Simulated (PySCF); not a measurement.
C3H7ClSi, SMILES C(/Cl)=C\[SiH2]C.

Coordinates come from a r2SCAN-D4/def2-SVP optimisation. The structure was generated by enumeration; whether it is a known compound was not checked. One conformer was computed; it need not be the lowest.

All values below come from TDDFT-PBE/def2-SVPD (PySCF).

Vertical excitations. 

Computed UV-visible absorptions:
| state | energy (eV) | λ (nm) | f | main pairs |
|---|---|---|---|---|
| S1 | 5.76 | 215 | 0.332 | HOMO→LUMO 85 % |
| S2 | 5.84 | 212 | 0.002 | HOMO−1→LUMO 99 % |
| S3 | 6.23 | 199 | 0.000 | HOMO→LUMO+1 96 % |
| S4 | 6.37 | 195 | 0.001 | HOMO−2→LUMO 85 % |
| S5 | 6.44 | 192 | 0.002 | HOMO→LUMO+2 69 %, HOMO−3→LUMO 21 % |
| S6 | 6.60 | 188 | 0.006 | HOMO−3→LUMO 52 %, HOMO→LUMO+3 22 %, HOMO−4→LUMO 9 % |
| S7 | 6.65 | 186 | 0.000 | HOMO−4→LUMO 82 % |
| S8 | 6.74 | 184 | 0.003 | HOMO→LUMO+3 68 %, HOMO−3→LUMO 18 % |
| S9 | 7.12 | 174 | 0.001 | HOMO→LUMO+4 99 % |
| S10 | 7.26 | 171 | 0.003 | HOMO→LUMO+5 97 % |
| T1 | 3.97 | 312 | 0 | HOMO→LUMO 96 % |
| T2 | 5.67 | 219 | 0 | HOMO−1→LUMO 97 % |
| T3 | 5.84 | 212 | 0 | HOMO→LUMO+1 96 % |
| T4 | 6.14 | 202 | 0 | HOMO−3→LUMO 54 %, HOMO−4→LUMO 37 % |
Triplets are in the Tamm–Dancoff approximation, which puts them higher than full response would, so one can lie above its singlet here.
